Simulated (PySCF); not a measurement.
A calculated (r2SCAN, PySCF 2.14, def2-TZVPPD, the non-relativistic Hamiltonian (point nucleus)) atom or ion has these occupied shells.

| shell | electrons | orbital energy (eV) | rms radius, mean of both spins (bohr) |
| --- | --- | --- | --- |
| 1s α | 1 | -2756.6 | 0.106 |
| 1s β | 1 | -2756.3 | 0.106 |
| 2s α | 1 | -257.80 | 0.484 |
| 2s β | 1 | -257.54 | 0.484 |
| 2p α | 3 | -196.29 | 0.454 |
| 2p β | 3 | -195.96 | 0.454 |
| 3s α | 1 | -22.950 | 1.65 |
| 3p α | 3 | -10.174 | 2.00 |
| 3p β | 3 | -8.824 | 2.00 |

Task: Name the element and its charge.

Result: Cl (chlorine, neutral), in [Ne] 3s1 3p6, 2S determinant (an excited configuration).
